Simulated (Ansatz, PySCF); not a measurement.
Molecule: stibine, SbH3, net charge 0, singlet state. SMILES: [SbH3]
Structure (B3LYP-D3(BJ)/def2-TZVP (Ansatz, a quantum-chemistry and plane-wave program) minimum search):
```xyz
4

Sb     0.0002    -0.0006     0.0536
H     -0.9113    -1.0773    -0.9195
H     -0.4909     1.3395    -0.8952
H      1.3919    -0.2329    -0.9192
```
Charge 0, spin multiplicity 1.

Quantity: vertical triplet-singlet gap (E(triplet) - E(singlet); each state is the SCF solution reached for its spin; the molecule has degenerate orbitals, so one determinant may break the symmetry; for the triplet the Hartree-Fock reference is unstable and T1 is 0.020), in kcal/mol. Valence correlation only, unless marked. UHF or UKS for open shells. No spin-orbit coupling. Frozen are the shells of the preceding noble gas and the d and f shells that filled before the atom's block. In def2 rows, elements after Kr have scalar-relativistic effective core potentials. 

```csv
level,program,vertical triplet-singlet gap (kcal/mol)
PBE/def2-TZVPD,Ansatz,115.9
r2SCAN/def2-TZVPD,Ansatz,115.3
PBE0/def2-TZVPD,Ansatz,115.9
BHLYP/def2-TZVPD,Ansatz,118.4
M06-2X/def2-TZVPD,PySCF,111.0
CAM-B3LYP/def2-TZVPD,Ansatz,119.5
RI-MP2/def2-TZVPPD,Ansatz,117.1
RI-MP2/def2-QZVPPD,Ansatz,117.4
CCSD(T)/def2-TZVPPD,Ansatz,116.8
```
